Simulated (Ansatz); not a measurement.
BBrFH3Si, SMILES `B[SiH](F)Br`. The species carries charge 0 and has multiplicity 1. The geometry is a stationary point of PBE0-D4/def2-TZVP.

```xyz
7

B    -0.840   -0.235   -0.748
Si    0.501   -0.212    0.669
F     0.093    0.092    2.177
Br    0.925    1.724   -0.429
H    -0.544   -0.681   -1.814
H    -1.884    0.313   -0.575
H     1.749   -1.001    0.720
```

(1) What is the dipole moment at B3LYP/def2-TZVPP? (Estimate.)

(2) And with PBE, r2SCAN, ωB97M-V? (Estimate.)

(3) Give the Mulliken charges with B3LYP, ωB97M-V, PBE in def2-TZVPP. (An estimate is asked.)

Results:

(1) The calculation gave: 1.28 D, with components (0.32, -1.20, -0.30) D in this frame, pointing from negative to positive charge.

(2) Ansatz gave: PBE 1.04 D, r2SCAN 1.17 D, ωB97M-V 1.36 D.

(3) Ansatz gave: 
| atom | B3LYP | ωB97M-V | PBE |
| --- | --- | --- | --- |
| B1 | -0.13 | -0.26 | -0.15 |
| Si2 | 0.53 | 0.48 | 0.47 |
| F3 | -0.30 | -0.29 | -0.26 |
| Br4 | -0.17 | -0.15 | -0.12 |
| H5 | 0.07 | 0.12 | 0.06 |
| H6 | 0.07 | 0.12 | 0.06 |
| H7 | -0.06 | -0.02 | -0.06 |

B3LYP here is the variant with VWN-RPA as its local correlation; programs differ in this.
